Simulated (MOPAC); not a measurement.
MOPAC input (PM7):

```
PM7 PRECISE GNORM=0.05 LET XYZ GEO-OK AUX(PRECISION=9) THREADS=1
Br2F2Si

F    -0.00352200 1    1.68800700 1   -1.15610800 1
Si   -0.01083700 1    0.66568700 1    0.04695100 1
F    -0.04851200 1    1.50829300 1    1.38154400 1
Br    1.82841900 1   -0.51688000 1   -0.00418900 1
Br   -1.81070400 1   -0.57130000 1   -0.07256100 1
```

From the output:

```
                                                       MOPAC v23.2.5 Linux

          FINAL HEAT OF FORMATION =       -234.60751 KCAL/MOL =    -981.59781 KJ/MOL

          COSMO AREA              =        130.71 SQUARE ANGSTROMS
          COSMO VOLUME            =        122.79 CUBIC ANGSTROMS

          GRADIENT NORM           =          0.03078          =       0.01376 PER ATOM
          IONIZATION POTENTIAL    =         10.763654 EV
          HOMO LUMO ENERGIES (EV) =        -10.764 -1.385
          NO. OF FILLED LEVELS    =         16
          MOLECULAR WEIGHT        =        225.8903         POINT GROUP:  C2v

          MOLECULAR DIMENSIONS (Angstroms)

            Atom       Atom       Distance
           Br     5   Br     4     3.61110
            F     3    F     1     2.49276
           Br     5    F     1     2.13419

          SCF CALCULATIONS        =         11

   ATOM   CHEMICAL          X               Y               Z
  NUMBER   SYMBOL      (ANGSTROMS)     (ANGSTROMS)     (ANGSTROMS)

     1       F         -0.00387465  *   1.67990408  *  -1.13079728  *
     2      Si         -0.01057782  *   0.65126112  *   0.04593595  *
     3       F         -0.04795158  *   1.50384081  *   1.35534813  *
     4      Br          1.81376147  *  -0.50975421  *  -0.00394489  *
     5      Br         -1.79630145  *  -0.56375115  *  -0.07177171  *

                             CARTESIAN COORDINATES

   1    F       -0.003874652     1.679904075    -1.130797275
   2   Si       -0.010577815     0.651261121     0.045935946
   3    F       -0.047951576     1.503840811     1.355348134
   4   Br        1.813761474    -0.509754214    -0.003944893
   5   Br       -1.796301448    -0.563751146    -0.071771711

           Empirical Formula: F2 Si Br2  =     5 atoms

      MOLECULAR POINT GROUP   :   C2v

                  EIGENVALUES
 -41.77761 -41.51255 -27.43158 -26.82549 -17.75928 -17.41378 -17.25114 -16.85273
 -16.51008 -15.51460 -14.34778 -12.75743 -11.49898 -11.32763 -11.11862 -10.76365
  -1.38538  -1.13532  -0.86203   3.55903  21.35084  21.36382  22.12065  22.47539
  22.73667 249.94824 250.67931 250.83611 252.96819 253.01140 253.81365 253.88251
 255.34052 255.50302 256.05106

              NET ATOMIC CHARGES AND DIPOLE CONTRIBUTIONS

  ATOM NO.   TYPE          CHARGE      No. of ELECS.   s-Pop       p-Pop       d-Pop
    1          F          -0.256918        7.2569     1.92075     5.33617
    2         Si           0.469408        3.5306     0.73768     2.39822     0.39469
    3          F          -0.256917        7.2569     1.92075     5.33617
    4         Br           0.022232        6.9778     1.89184     5.08366     0.00227
    5         Br           0.022195        6.9778     1.89185     5.08368     0.00227
 DIPOLE           X         Y         Z       TOTAL
 POINT-CHG.     0.042    -2.575    -0.182     2.582
 HYBRID        -0.020     1.204     0.085     1.207
 SUM            0.023    -1.371    -0.097     1.374

          ATOMIC ORBITAL ELECTRON POPULATIONS

     Atom    s        px        py        pz      x^2-y^2     xz        z^2       yz        xy
    1  F   1.92075   1.92721   1.72846   1.68050
    2 Si   0.73768   0.91718   0.78366   0.69738   0.06808   0.06455   0.08662   0.07983   0.09560
    3  F   1.92075   1.92697   1.78834   1.62087
    4 Br   1.89184   1.43496   1.72924   1.91946   0.00065   0.00037   0.00031   0.00019   0.00076
    5 Br   1.89185   1.45515   1.71071   1.91783   0.00064   0.00035   0.00031   0.00020   0.00077

 **********************
 *                    *
 * JOB ENDED NORMALLY *
 *                    *
 **********************

 == MOPAC DONE ==
```

The geometry given is a B3LYP-D3(BJ)/def2-TZVP minimum.
